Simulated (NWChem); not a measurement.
System: C₃H₄ClF; SMILES C/C=C(\F)Cl

```xyz
9

C     -0.3350     2.3828     0.0000
C     -0.7363     0.9357     0.0000
C      0.1321    -0.0700     0.0000
F      1.4592     0.1036     0.0000
Cl    -0.2926    -1.7586     0.0000
H     -0.7352     2.8982    -0.8824
H      0.7515     2.4964     0.0000
H     -0.7352     2.8982     0.8824
H     -1.7915     0.6835     0.0000
```
Atoms are numbered in this order, from 1.

Level: B3LYP/6-31G* (spherical d) (NWChem), optimised geometry, unscaled harmonic frequencies. 

```csv
frequency (cm⁻¹),IR intensity (km/mol)
145,0.0
210,0.5
230,1.6
377,4.2
460,3.7
551,1.0
763,27.7
831,19.8
1002,55.0
1065,95.1
1072,0.2
1161,64.8
1357,44.8
1443,0.9
1518,7.0
1521,1.7
1765,89.2
3045,27.6
3092,19.7
3151,9.5
3224,4.3
```

```yaml
zero_point_energy: 40.0 kcal/mol
thermal correction to the enthalpy at 298.15 K (with zero-point energy): 44.1 kcal/mol
heat capacity Cv: 18.4 cal/(mol K)
entropy at 298.15 K and 1 atm (symmetry number 1): 75.8 cal/(mol K)
dipole_moment: 1.77 D
```

Rigid rotor and harmonic oscillator.
